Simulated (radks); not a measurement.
Species: As2+. Configuration: [Ar] 3d10 4s1 4p2 (not the ground configuration). Method: Dirac Kohn-Sham, PBE, spin-unpolarised, spherical densities, finite nucleus; open shells fill j = l - 1/2 first; Fermi nuclear charge, rms radius 4.0968 fm; computed with a radial shooting solver on a logarithmic mesh with Libxc functionals. Some entries of the table are withheld. Estimate them.

| orbital | occ. | eigenvalue (hartree) | <1/r> (bohr^-1) |
|---|---|---|---|
| 1s1/2 | 2 | (1) | 33.47 |
| 2s1/2 | 2 | -55.45468 | 7.416 |
| 2p1/2 | 2 | -49.63484 | 7.380 |
| 2p3/2 | 4 | -48.29103 | 7.165 |
| 3s1/2 | 2 | (2) | 2.395 |
| 3p1/2 | 2 | -5.87445 | (3) |
| 3p3/2 | 4 | -5.68974 | (4) |
| 3d3/2 | 4 | (5) | (6) |
| 3d5/2 | 6 | (7) | (8) |
| 4s1/2 | 1 | -1.25801 | 0.7338 |
| 4p1/2 | 2 | -0.86768 | 0.6181 |
| 4p3/2 | 0 | -0.85254 | 0.6083 |

Answer. 
(1) 1s1/2 eigenvalue (hartree): -431.3943
(2) 3s1/2 eigenvalue (hartree): -7.83027
(3) 3p1/2 <1/r> (bohr^-1): 2.271
(4) 3p3/2 <1/r> (bohr^-1): 2.220
(5) 3d3/2 eigenvalue (hartree): -2.34445
(6) 3d3/2 <1/r> (bohr^-1): 1.922
(7) 3d5/2 eigenvalue (hartree): -2.31752
(8) 3d5/2 <1/r> (bohr^-1): 1.909
